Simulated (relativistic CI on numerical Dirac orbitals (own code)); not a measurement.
Level scheme of Re⁵⁰⁺

Calculated at this level of theory: Dirac-Coulomb-Breit CI, KLI orbitals optimised for each configuration, model QED (radiative potential, 1s self-energy scaled to tabulated hydrogen-like ionisation energies), unscaled Slater integrals (own radial code, finite nucleus).

Configuration list (outside the closed core [Ne]): 3s²3p⁶3d⁷, 3s²3p⁵3d⁸, 3s²3p⁴3d⁹, 3s3p⁶3d⁸, 3p⁶3d⁹, 3s3p⁵3d⁹, 3s²3p⁶3d⁶4s, 3s²3p⁶3d⁶4p, 3s²3p⁴3d⁸4s, 3s²3p⁶3d⁶4d, 3s²3p⁴3d⁸4p, 3s²3p⁵3d⁷4s, 3s²3p⁶3d⁶4f, 3s²3p⁴3d⁸4d, 3s3p⁵3d⁸4s, 3s²3p⁵3d⁷4p, 3s3p⁵3d⁸4p, 3s²3p⁵3d⁷4d, 3s²3p⁶3d⁵4s², 3s3p⁵3d⁸4d, 3s3p⁶3d⁷4s, 3p⁶3d⁸4s, 3s²3p⁶3d⁵4s4p, 3s²3p⁵3d⁷4f, 3p⁶3d⁸4p, 3s²3p⁶3d⁶5s, 3s3p⁶3d⁷4p, 3s²3p⁶3d⁵4p², 3s²3p⁶3d⁶5p, 3p⁶3d⁸4d, 3s²3p⁵3d⁶4s², 3s²3p⁶3d⁶5d, 3s²3p⁶3d⁶5f, 3s3p⁶3d⁶4s², 3s²3p⁵3d⁷5s, 3s²3p⁶3d⁶6s. Levels of other configurations are missing.

```
No.  Configuration  Term    J   E (eV)   %  Next component (%)
 41     3p⁵3d⁸(3P)   ²D°  3/2   550.18  53              16 ²P°
 42     3p⁵3d⁸(3P)   ²P°  1/2   551.09  56              35 ⁴D°
 43     3p⁵3d⁸(1G)   ²F°  5/2   552.49  75              15 ²D°
 44     3p⁵3d⁸(3F)   ⁴D°  3/2   590.90  29              24 ⁴F°
 45     3p⁵3d⁸(3F)   ²G°  7/2   599.85  38              31 ⁴G°
 46     3p⁵3d⁸(3F)   ⁴D°  1/2   600.58  56              41 ²P°
 47     3p⁵3d⁸(1D)   ²D°  5/2   601.56  35              24 ²F°
 48     3p⁵3d⁸(1S)   ²P°  3/2   626.39  52              20 ⁴D°
 49     3p⁵3d⁸(3F)   ⁴D°  7/2   786.07  47              24 ²F°
 50     3p⁵3d⁸(3F)   ²G°  9/2   797.71  54              20 ⁴G°
 51     3p⁵3d⁸(1D)   ²P°  3/2   798.75  32              32 ²D°
 52     3p⁵3d⁸(1D)   ²F°  5/2   804.75  41              35 ²D°
 53     3p⁵3d⁸(1S)   ²P°  1/2   823.98  66              24 ⁴D°
 54     3p⁵3d⁸(3F)   ⁴F°  5/2   843.99  28              23 ²D°
 55     3p⁵3d⁸(3F)   ⁴G°  7/2   844.44  42              26 ²G°
 56     3p⁵3d⁸(3P)   ⁴D°  3/2   849.40  39              23 ²D°
 57     3p⁵3d⁸(3P)   ⁴P°  1/2   852.06  51              28 ⁴D°
 58     3p⁵3d⁸(1G)   ²H°  9/2   857.72  66              28 ²G°
 59     3p⁴(1D)3d⁹    ²F  7/2   872.87  49               39 ⁴D
 60     3p⁴(3P)3d⁹    ⁴F  9/2   876.78  70               30 ²G
 61     3p⁵3d⁸(3F)   ²D°  5/2   879.12  32              24 ⁴D°
 62     3p⁴(3P)3d⁹    ²P  1/2   884.97  74               13 ²S
 63     3p⁵3d⁸(1G)   ²F°  7/2   885.34  55              33 ²G°
 64     3p⁵3d⁸(3P)   ²P°  3/2   889.94  40              20 ⁴D°
 65     3p⁵3d⁸(1D)   ²F°  5/2   905.50  41              39 ⁴G°
 66     3p⁴(1S)3d⁹    ²D  5/2   905.86  65               25 ⁴D
 67     3p⁴(3P)3d⁹    ²P  3/2   911.45  46               32 ²D
 68     3p⁴(1S)3d⁹    ²D  5/2   914.59  47               29 ⁴P
 69     3p⁵3d⁸(3F)   ²D°  3/2   945.77  46              25 ⁴F°
 70     3p⁵3d⁸(1S)   ²P°  1/2   948.06  64              26 ⁴D°
 71     3p⁴(3P)3d⁹    ⁴P  3/2   962.66  30               23 ⁴D
 72     3p⁴(3P)3d⁹    ²F  7/2   969.78  32               31 ²G
 73     3p⁴(3P)3d⁹    ⁴P  1/2   972.69  60               16 ²S
 74     3p⁴(1D)3d⁹    ²F  5/2   974.50  39               24 ⁴D
 75     3p⁴(1S)3d⁹    ²D  3/2   994.25  69               16 ⁴D
 76      3s3d⁸(3F)    ⁴F  9/2  1012.29  89               11 ²G
 77      3s3d⁸(3P)    ⁴P  5/2  1027.31  48               43 ²D
 78      3s3d⁸(3F)    ²F  7/2  1030.46  45               38 ⁴F
 79      3s3d⁸(1D)    ²D  3/2  1036.04  52               21 ²P
 80      3s3d⁸(1S)    ²S  1/2  1050.92  46               44 ⁴P
 81      3s3d⁸(3F)    ⁴F  5/2  1088.59  72               18 ⁴P
 82      3s3d⁸(3F)    ⁴F  7/2  1089.16  62               29 ²F
 83      3s3d⁸(3P)    ⁴P  3/2  1096.56  80               13 ⁴F
 84      3s3d⁸(1G)    ²G  9/2  1103.73  86               11 ⁴F
 85      3s3d⁸(3F)    ²F  5/2  1103.98  40               29 ⁴P
```

Energies count from the lowest computed level; ° marks odd parity. Percentages are summed over parent terms; the parents shown are those of the largest component, closed shells are left out there.

The mean weight of the leading LS term, summed over parents, in these 45 levels is 52 %, and that of the leading jj configuration (from the same eigenvectors) 97 %, so jj coupling describes them better and the LS labels are nominal.

At this charge energies of transitions that change n are usually good to better than 1 %, and those within a shell (Δn = 0) to a few per cent.

LS names give the leading component of a level, which can be under half, so a name can repeat, a term be missing and a line seem to break the LS rules.
